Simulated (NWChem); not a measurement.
System: C4H4O2; SMILES Oc1ccoc1

NWChem input:

```
start job
memory heap 200 mb stack 900 mb global 1100 mb
geometry units angstroms
  O      2.053696     0.169928    -0.230898
  C      0.709165     0.073810    -0.072170
  C     -0.166623     1.014982     0.532937
  C     -1.408543     0.465009     0.449012
  O     -1.363100    -0.727876    -0.154174
  C     -0.074551    -0.969812    -0.473253
  H      2.352867     1.006841     0.141401
  H      0.098597     1.959385     0.964187
  H     -2.366534     0.819589     0.773543
  H      0.160691    -1.888152    -0.968420
end
basis spherical
  * library def2-svp
end
dft
  xc pbe0
  iterations 150
end
driver
  maxiter 120
end
task dft optimize
task dft freq
```

Parts of the log:

```
             Northwest Computational Chemistry Package (NWChem) 7.3.0
             --------------------------------------------------------

 CS  symmetry detected

                             Geometry "geometry" -> ""
                             -------------------------

 Output coordinates in angstroms (scale by  1.889725989 to convert to a.u.)

  No.       Tag          Charge          X              Y              Z
 ---- ---------------- ---------- -------------- -------------- --------------
    1 O                    8.0000    -0.10409146    -2.06765480     0.00000000
    2 C                    6.0000    -0.03438481    -0.71217044     0.00000000
    3 C                    6.0000     1.13101604     0.10072849     0.00000000
    4 C                    6.0000     0.68080585     1.38493633     0.00000000
    5 O                    8.0000    -0.65615220     1.42256904     0.00000000
    6 C                    6.0000    -1.09568055     0.14682698     0.00000000
    7 H                    1.0000     0.79034197    -2.42615452     0.00000000
    8 H                    1.0000     2.14985426    -0.23121114     0.00000000
    9 H                    1.0000     1.20250843     2.32121648     0.00000000
   10 H                    1.0000    -2.15129462    -0.02509290     0.00000000

 Effective nuclear repulsion energy (a.u.)     223.9285746206

      Symmetry information
      --------------------

 Group name             Cs
 Group number              2
 Group order               2
 No. of unique centers    10

                                Z-matrix (autoz)
                                --------

 Units are Angstrom for bonds and degrees for angles

      Type          Name      I     J     K     L     M      Value
      ----------- --------  ----- ----- ----- ----- ----- ----------
    1 Stretch                  1     2                       1.35728
    2 Stretch                  1     7                       0.96360
    3 Stretch                  2     3                       1.42090
    4 Stretch                  2     6                       1.36537
    5 Stretch                  3     4                       1.36084
    6 Stretch                  3     8                       1.07155
    7 Stretch                  4     5                       1.33749
    8 Stretch                  4     9                       1.07182
    9 Stretch                  5     6                       1.34933
   10 Stretch                  6    10                       1.06952
   11 Bend                     1     2     3               127.84070
   12 Bend                     1     2     6               126.04233
   13 Bend                     2     1     7               108.89763
   14 Bend                     2     3     4               105.57747
   15 Bend                     2     3     8               127.05746
   16 Bend                     2     6     5               109.97596
   17 Bend                     2     6    10               131.76367
   18 Bend                     3     2     6               106.11697
   19 Bend                     3     4     5               110.93169
   20 Bend                     3     4     9               131.55376
   21 Bend                     4     3     8               127.36507
   22 Bend                     4     5     6               107.39791
   23 Bend                     5     4     9               117.51456
   24 Bend                     5     6    10               118.26036
   25 Torsion                  1     2     3     4         180.00000
   26 Torsion                  1     2     3     8           0.00000
   27 Torsion                  1     2     6     5         180.00000
   28 Torsion                  1     2     6    10           0.00000
   29 Torsion                  2     3     4     5           0.00000
   30 Torsion                  2     3     4     9         180.00000
   31 Torsion                  2     6     5     4           0.00000
   32 Torsion                  3     2     1     7           0.00000
   33 Torsion                  3     2     6     5          -0.00000
   34 Torsion                  3     2     6    10         180.00000
   35 Torsion                  3     4     5     6           0.00000
   36 Torsion                  4     3     2     6           0.00000
   37 Torsion                  4     5     6    10         180.00000
   38 Torsion                  5     4     3     8         180.00000
   39 Torsion                  6     2     1     7         180.00000
   40 Torsion                  6     2     3     8         180.00000
   41 Torsion                  6     5     4     9         180.00000
   42 Torsion                  8     3     4     9           0.00000

                           NWChem Geometry Optimization
                           ----------------------------

 maximum gradient threshold         (gmax) =   0.000450
 rms gradient threshold             (grms) =   0.000300
 maximum cartesian step threshold   (xmax) =   0.001800
 rms cartesian step threshold       (xrms) =   0.001200
 fixed trust radius                (trust) =   0.300000
 source of zmatrix                         =   autoz

          -------------------
          Energy Minimization
          -------------------

 Using diagonal initial Hessian
 Scaling for Hessian diagonals: bonds = 1.00  angles = 0.25  torsions = 0.10

          --------
          Step   0

                                 NWChem DFT Module
                                 -----------------

 Summary of "ao basis" -> "ao basis" (spherical)
 ------------------------------------------------------------------------------
       Tag                 Description            Shells   Functions and Types
 ---------------- ------------------------------  ------  ---------------------
 O                          def2-svp                 6       14   3s2p1d
 C                          def2-svp                 6       14   3s2p1d
 H                          def2-svp                 3        5   2s1p

      Symmetry analysis of basis
      --------------------------

        a'         76
        a"         28

            General Information
            -------------------
          SCF calculation type: DFT
          Wavefunction type:  closed shell.
          No. of atoms     :    10
          No. of electrons :    44
           Alpha electrons :    22
            Beta electrons :    22
          Charge           :     0
          Spin multiplicity:     1
          Use of symmetry is: on ; symmetry adaption is: on
          Maximum number of iterations: 150
          AO basis - number of functions:   104
                     number of shells:    48
          Convergence on energy requested:  1.00D-06
          Convergence on density requested:  1.00D-05
          Convergence on gradient requested:  5.00D-04

              XC Information
              --------------
                         PBE0 Method XC Functional
                     Hartree-Fock (Exact) Exchange  0.250
          PerdewBurkeErnzerhof Exchange Functional  0.750
            Perdew 1991 LDA Correlation Functional  1.000 local
           PerdewBurkeErnz. Correlation Functional  1.000 non-local

             Grid Information
             ----------------
          Grid used for XC integration:  medium
          Radial quadrature: Mura-Knowles
          Angular quadrature: Lebedev.
          Tag              B.-S. Rad. Rad. Pts. Rad. Cut. Ang. Pts.
          ---              ---------- --------- --------- ---------
          O                   0.60       49          12.0       434
          C                   0.70       49          10.0       434
          H                   0.35       45          12.0       434
          Grid pruning is: on
          Number of quadrature shells:   474
          Spatial weights used:  Erf1

      Superposition of Atomic Density Guess
      -------------------------------------

 Sum of atomic energies:        -301.87866589

      Non-variational initial energy
      ------------------------------

[...]

      ----------------------
      Optimization converged
      ----------------------

  Step       Energy      Delta E   Gmax     Grms     Xrms     Xmax
  ---- ---------------- -------- -------- -------- -------- --------
@    4    -304.67629671 -3.6D-07  0.00007  0.00002  0.00041  0.00139
                                     ok       ok       ok       ok

                                Z-matrix (autoz)
                                --------

 Units are Angstrom for bonds and degrees for angles

      Type          Name      I     J     K     L     M      Value     Gradient
      ----------- --------  ----- ----- ----- ----- ----- ---------- ----------
    1 Stretch                  1     2                       1.34766   -0.00007
    2 Stretch                  1     7                       0.96134   -0.00002
    3 Stretch                  2     3                       1.43228    0.00005
    4 Stretch                  2     6                       1.36760    0.00000
    5 Stretch                  3     4                       1.36462   -0.00003
    6 Stretch                  3     8                       1.08877   -0.00003
    7 Stretch                  4     5                       1.33847    0.00002
    8 Stretch                  4     9                       1.08727   -0.00001
    9 Stretch                  5     6                       1.35561    0.00000
   10 Stretch                  6    10                       1.08508    0.00000
   11 Bend                     1     2     3               128.39666    0.00001
   12 Bend                     1     2     6               125.28708   -0.00001
   13 Bend                     2     1     7               109.03690    0.00002
   14 Bend                     2     3     4               105.39184   -0.00001
   15 Bend                     2     3     8               127.71066   -0.00000
   16 Bend                     2     6     5               109.53336   -0.00001
   17 Bend                     2     6    10               132.94231   -0.00002
   18 Bend                     3     2     6               106.31625   -0.00000
   19 Bend                     3     4     5               110.82251    0.00001
   20 Bend                     3     4     9               132.59935   -0.00001
   21 Bend                     4     3     8               126.89750    0.00001
   22 Bend                     4     5     6               107.93604    0.00001
   23 Bend                     5     4     9               116.57813   -0.00000
   24 Bend                     5     6    10               117.52433    0.00002
   25 Torsion                  1     2     3     4         180.00000    0.00000
   26 Torsion                  1     2     3     8           0.00000    0.00000
   27 Torsion                  1     2     6     5         180.00000    0.00000
   28 Torsion                  1     2     6    10           0.00000    0.00000
   29 Torsion                  2     3     4     5           0.00000    0.00000
   30 Torsion                  2     3     4     9         180.00000    0.00000
   31 Torsion                  2     6     5     4           0.00000    0.00000
   32 Torsion                  3     2     1     7           0.00000    0.00000
   33 Torsion                  3     2     6     5          -0.00000    0.00000
   34 Torsion                  3     2     6    10         180.00000    0.00000
   35 Torsion                  3     4     5     6           0.00000    0.00000
   36 Torsion                  4     3     2     6           0.00000    0.00000
   37 Torsion                  4     5     6    10         180.00000    0.00000
   38 Torsion                  5     4     3     8         180.00000    0.00000
   39 Torsion                  6     2     1     7         180.00000    0.00000
   40 Torsion                  6     2     3     8         180.00000    0.00000
   41 Torsion                  6     5     4     9         180.00000    0.00000
   42 Torsion                  8     3     4     9           0.00000    0.00000

                         Geometry "geometry" -> "geometry"
                         ---------------------------------

 Output coordinates in angstroms (scale by  1.889725989 to convert to a.u.)

[...]

 Rotational Constants
 --------------------
 A=   0.310164 cm-1  (  0.446247 K)
 B=   0.119143 cm-1  (  0.171416 K)
 C=   0.086078 cm-1  (  0.123844 K)

 Temperature                      =   298.15K
 frequency scaling parameter      =   1.0000

 Zero-Point correction to Energy  =   47.171 kcal/mol  (  0.075172 au)
 Thermal correction to Energy     =   50.265 kcal/mol  (  0.080103 au)
 Thermal correction to Enthalpy   =   50.858 kcal/mol  (  0.081047 au)

 Total Entropy                    =   71.485 cal/mol-K
   - Translational                =   39.181 cal/mol-K (mol. weight =  84.0211)
   - Rotational                   =   25.720 cal/mol-K (symmetry #  =        1)
   - Vibrational                  =    6.584 cal/mol-K

 Cv (constant volume heat capacity) =   17.966 cal/mol-K
   - Translational                  =    2.979 cal/mol-K
   - Rotational                     =    2.979 cal/mol-K
   - Vibrational                    =   12.007 cal/mol-K

[normal modes left out]

 ----------------------------------------------------------------------------
 Normal Eigenvalue ||           Projected Infra Red Intensities
  Mode   [cm**-1]  || [atomic units] [(debye/angs)**2] [(KM/mol)] [arbitrary]
 ------ ---------- || -------------- ----------------- ---------- -----------
    1       -0.000 ||    0.000073           0.002         0.071       0.027
    2       -0.000 ||    0.000336           0.008         0.328       0.123
    3       -0.000 ||    0.000388           0.009         0.378       0.141
    4        0.000 ||    0.000099           0.002         0.096       0.036
    5        0.000 ||    0.002688           0.062         2.621       0.980
    6        0.000 ||    0.000501           0.012         0.489       0.183
    7      203.694 ||    0.111017           2.561       108.225      40.456
    8      331.667 ||    0.004987           0.115         4.862       1.817
    9      410.597 ||    0.005308           0.122         5.175       1.934
   10      628.704 ||    0.019600           0.452        19.107       7.142
   11      645.469 ||    0.003771           0.087         3.676       1.374
   12      682.028 ||    0.003323           0.077         3.240       1.211
   13      719.479 ||    0.003077           0.071         3.000       1.121
   14      771.088 ||    0.080581           1.859        78.555      29.365
   15      852.162 ||    0.000064           0.001         0.062       0.023
   16      889.043 ||    0.029180           0.673        28.446      10.634
   17     1003.528 ||    0.028781           0.664        28.057      10.488
   18     1078.906 ||    0.000242           0.006         0.236       0.088
   19     1106.887 ||    0.021371           0.493        20.833       7.788
   20     1177.635 ||    0.100103           2.309        97.586      36.479
   21     1268.001 ||    0.028810           0.665        28.085      10.499
   22     1308.355 ||    0.005389           0.124         5.254       1.964
   23     1352.939 ||    0.068453           1.579        66.731      24.945
   24     1486.311 ||    0.105334           2.430       102.684      38.385
   25     1569.636 ||    0.013271           0.306        12.937       4.836
   26     1720.725 ||    0.087980           2.030        85.767      32.061
   27     3267.495 ||    0.000099           0.002         0.097       0.036
   28     3302.314 ||    0.000522           0.012         0.509       0.190
   29     3321.270 ||    0.002369           0.055         2.310       0.863
   30     3914.667 ||    0.095527           2.204        93.124      34.811
 ----------------------------------------------------------------------------
```

Level: PBE0/def2-SVP.
